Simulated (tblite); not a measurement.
A geometry optimisation, step by step.

Compound: BCl4GeH.
Bonds: Cl1–B2, B2–Cl3, B2–Ge4, Ge4–Cl5, Ge4–Cl6. Hydrogens: H7 on Ge4.

Computed with GFN2-xTB (tblite), gas phase: L-BFGS steps from a force-field or distance-geometry start until the largest atomic force falls under 0.01 eV/Å. 10 of its 29 geometries are shown.

Step 0: E = -598.9637 eV, largest atomic force 2.607 eV/Å
```
atom  x, y, z in Å  |  force x, y, z in eV/Å
Cl1     2.183   -1.114   -1.108   -1.206   1.371   1.453
B2      1.164   -0.054    0.013    2.583   0.057   0.351
Cl3     2.009    0.984    1.295   -0.926  -1.338  -1.646
Ge4    -0.843   -0.045   -0.137   -0.374  -0.055   0.128
Cl5    -1.523    1.953   -0.565    0.017  -0.476   0.108
Cl6    -1.710   -0.711    1.743    0.144   0.233  -0.601
H7     -1.277   -1.009   -1.269   -0.237   0.209   0.207
```

Step 3: E = -599.4073 eV, largest atomic force 0.423 eV/Å
```
atom  x, y, z in Å  |  force x, y, z in eV/Å
Cl1     2.134   -1.051   -1.041    0.012   0.217   0.239
B2      1.258   -0.052    0.028   -0.184   0.008   0.034
Cl3     1.974    0.925    1.222    0.120  -0.168  -0.195
Ge4    -0.839   -0.049   -0.131    0.420  -0.053  -0.009
Cl5    -1.525    1.929   -0.559   -0.083  -0.201   0.050
Cl6    -1.705   -0.699    1.713   -0.046   0.094  -0.214
H7     -1.294   -0.998   -1.259   -0.239   0.103   0.094
```

Step 6: E = -599.4382 eV, largest atomic force 0.203 eV/Å
```
atom  x, y, z in Å  |  force x, y, z in eV/Å
Cl1     2.139   -1.030   -1.018    0.123  -0.039  -0.040
B2      1.243   -0.051    0.032    0.101   0.010   0.034
Cl3     1.991    0.910    1.205    0.125   0.051   0.065
Ge4    -0.803   -0.055   -0.134   -0.190  -0.027  -0.067
Cl5    -1.534    1.904   -0.553   -0.031  -0.105   0.021
Cl6    -1.710   -0.687    1.687   -0.026   0.035  -0.087
H7     -1.322   -0.985   -1.246   -0.103   0.075   0.074
```

Step 9: E = -599.4519 eV, largest atomic force 0.063 eV/Å
```
atom  x, y, z in Å  |  force x, y, z in eV/Å
Cl1     2.176   -1.026   -1.012    0.046  -0.001   0.005
B2      1.270   -0.051    0.039    0.015   0.011   0.002
Cl3     2.031    0.913    1.210   -0.029  -0.032  -0.036
Ge4    -0.805   -0.061   -0.142    0.022  -0.022  -0.021
Cl5    -1.558    1.880   -0.550   -0.022   0.051  -0.016
Cl6    -1.732   -0.678    1.664   -0.032  -0.022   0.050
H7     -1.379   -0.971   -1.237    0.001   0.015   0.016
```

Step 12: E = -599.4525 eV, largest atomic force 0.037 eV/Å
```
atom  x, y, z in Å  |  force x, y, z in eV/Å
Cl1     2.183   -1.027   -1.012    0.031   0.004   0.008
B2      1.274   -0.052    0.038   -0.016  -0.018  -0.028
Cl3     2.031    0.911    1.209   -0.011  -0.004  -0.004
Ge4    -0.804   -0.062   -0.143   -0.020   0.016   0.017
Cl5    -1.561    1.883   -0.551    0.007  -0.011  -0.001
Cl6    -1.736   -0.680    1.667    0.004  -0.001  -0.008
H7     -1.383   -0.970   -1.236    0.006   0.013   0.016
```

Step 16: E = -599.4529 eV, largest atomic force 0.017 eV/Å
```
atom  x, y, z in Å  |  force x, y, z in eV/Å
Cl1     2.193   -1.026   -1.010    0.002  -0.003  -0.005
B2      1.274   -0.055    0.033    0.006  -0.002   0.002
Cl3     2.028    0.909    1.206   -0.016   0.005   0.003
Ge4    -0.807   -0.060   -0.140    0.007   0.000   0.002
Cl5    -1.562    1.884   -0.552    0.006  -0.001   0.005
Cl6    -1.738   -0.681    1.668    0.007   0.005  -0.003
H7     -1.385   -0.966   -1.232   -0.012  -0.005  -0.005
```

Step 19: E = -599.4529 eV, largest atomic force 0.034 eV/Å
```
atom  x, y, z in Å  |  force x, y, z in eV/Å
Cl1     2.195   -1.026   -1.010    0.004   0.001   0.001
B2      1.275   -0.056    0.032   -0.005   0.000   0.001
Cl3     2.024    0.910    1.206   -0.007   0.003   0.002
Ge4    -0.806   -0.060   -0.140    0.001  -0.020  -0.028
Cl5    -1.561    1.884   -0.551    0.005   0.005   0.005
Cl6    -1.737   -0.680    1.668    0.003   0.002   0.008
H7     -1.387   -0.966   -1.233   -0.002   0.009   0.011
```

Step 22: E = -599.4531 eV, largest atomic force 0.020 eV/Å
```
atom  x, y, z in Å  |  force x, y, z in eV/Å
Cl1     2.203   -1.026   -1.011    0.003   0.011   0.015
B2      1.276   -0.059    0.030   -0.010   0.000  -0.008
Cl3     2.013    0.912    1.207    0.011  -0.002   0.000
Ge4    -0.804   -0.063   -0.142   -0.014  -0.008  -0.012
Cl5    -1.557    1.884   -0.548    0.010   0.004   0.001
Cl6    -1.733   -0.678    1.668    0.006  -0.001   0.010
H7     -1.394   -0.965   -1.231   -0.006  -0.004  -0.007
```

Step 25: E = -599.4533 eV, largest atomic force 0.035 eV/Å
```
atom  x, y, z in Å  |  force x, y, z in eV/Å
Cl1     2.209   -1.025   -1.008    0.006  -0.001   0.001
B2      1.274   -0.061    0.027   -0.001   0.014   0.011
Cl3     2.007    0.912    1.207   -0.001  -0.007  -0.007
Ge4    -0.805   -0.066   -0.146   -0.005   0.013   0.026
Cl5    -1.552    1.885   -0.546    0.008   0.001  -0.002
Cl6    -1.729   -0.676    1.670    0.010  -0.001  -0.004
H7     -1.401   -0.965   -1.231   -0.016  -0.019  -0.024
```

Step 28: E = -599.4534 eV, largest atomic force 0.006 eV/Å
```
atom  x, y, z in Å  |  force x, y, z in eV/Å
Cl1     2.216   -1.023   -1.006    0.000  -0.002  -0.003
B2      1.273   -0.062    0.025    0.000   0.004   0.005
Cl3     1.999    0.913    1.207   -0.002  -0.001  -0.001
Ge4    -0.807   -0.068   -0.148    0.001   0.000   0.004
Cl5    -1.545    1.886   -0.543    0.001   0.001  -0.005
Cl6    -1.723   -0.674    1.672    0.003  -0.004  -0.002
H7     -1.411   -0.967   -1.234   -0.003   0.002   0.001
```

**Question.** Summarise the path.

**Answer.** The energy falls by 0.4897 eV from step 0 to step 28; nine tenths of that is first reached at step 3. It falls at every step. The largest force goes from 2.607 to 0.006 eV/Å. Among the bonds B2–Cl3 changes most, from 1.853 to 1.696 Å; the atoms move by 0.107 Å rms after alignment.

**Question.** Follow the three bonds and two angles with the largest change from start to end.

**Answer.** 
```
step  E above end (eV)  largest force (eV/Å)  B2–Cl3 (Å)  Cl1–B2 (Å)  B2–Ge4 (Å)  B2–Ge4–H7 (°)  Cl5–Ge4–H7 (°)
   0            0.4897                 2.607       1.853       1.849       2.013          109.3           110.1
   1            0.2619                 1.804       1.800       1.799       2.055          109.4           110.0
   2            0.0776                 1.185       1.661       1.671       2.137          110.2           109.3
   4            0.0370                 0.318       1.698       1.702       2.094          110.8           108.8
   5            0.0175                 0.246       1.690       1.691       2.051          113.1           107.3
   6            0.0152                 0.203       1.691       1.693       2.052          113.3           107.3
   7            0.0081                 0.159       1.694       1.697       2.063          114.4           107.0
   9            0.0015                 0.063       1.697       1.696       2.084          115.9           105.8
  10            0.0013                 0.045       1.696       1.695       2.086          116.0           105.7
  11            0.0011                 0.040       1.695       1.696       2.087          116.1           105.7
  12            0.0009                 0.037       1.694       1.696       2.087          116.1           105.7
  13            0.0008                 0.046       1.694       1.697       2.087          116.1           105.6
  15            0.0006                 0.026       1.695       1.696       2.087          116.0           105.6
  16            0.0005                 0.017       1.695       1.696       2.087          115.9           105.6
  17            0.0005                 0.016       1.695       1.696       2.087          115.9           105.6
  18            0.0005                 0.023       1.695       1.696       2.088          115.9           105.5
  19            0.0005                 0.034       1.695       1.696       2.088          115.9           105.5
  21            0.0003                 0.035       1.694       1.696       2.087          116.2           105.5
  22            0.0003                 0.020       1.695       1.696       2.087          116.3           105.5
  23            0.0002                 0.022       1.695       1.696       2.087          116.4           105.5
  24            0.0002                 0.031       1.695       1.696       2.086          116.5           105.5
  26            0.0001                 0.030       1.696       1.695       2.087          116.8           105.7
  27            0.0000                 0.017       1.696       1.695       2.087          116.9           105.7
  28            0.0000                 0.006       1.696       1.695       2.087          116.9           105.7
```

The cost below is that of the whole relaxation. Hardware: Arm Neoverse V2, one thread (shared host). Cost: 0.16 s wall.
